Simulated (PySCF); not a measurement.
# Charge-transfer reorganisation: SMILES NC1=CC=C[SiH2]1, C₄H₇NSi

Geometry:
| atom | x (Å) | y (Å) | z (Å) |
| --- | --- | --- | --- |
| N1 | 2.121 | 0.003 | -0.603 |
| C2 | 0.771 | 0.005 | -0.324 |
| C3 | -0.146 | -0.958 | -0.680 |
| C4 | -1.515 | -0.763 | -0.184 |
| C5 | -1.801 | 0.332 | 0.587 |
| Si6 | -0.191 | 1.271 | 0.755 |
| H7 | 2.442 | -0.616 | -1.353 |
| H8 | 2.602 | 0.903 | -0.596 |
| H9 | 0.106 | -1.835 | -1.300 |
| H10 | -2.284 | -1.508 | -0.454 |
| H11 | -2.802 | 0.545 | 0.983 |
| H12 | -0.158 | 2.656 | 0.144 |
| H13 | 0.386 | 1.373 | 2.149 |

Theory: UKS PBE/cc-pVDZ four-point reorganisation energy, gas phase in PySCF 2.14.0. Geometry: PBE/cc-pVDZ.

Question: What is the inner reorganisation energy for hole transfer, with the ionisation energy?

Answer: λ = 0.336 (surface of the oxidised species) + 0.224 (surface of the starting species) = 0.560 eV. The ionisation energy is 7.14 eV vertical and 6.80 eV adiabatic without zero-point energy; at the relaxed geometry of the oxidised species the two energies differ by 6.58 eV. Largest bond changes: N1–C2 1.379 → 1.325 Å, C2–C3 1.377 → 1.427 Å, C3–C4 1.469 → 1.423 Å, C4–C5 1.370 → 1.397 Å, Si6–C2 1.922 → 1.946 Å. ⟨S²⟩ of the relaxed oxidised species 0.759.
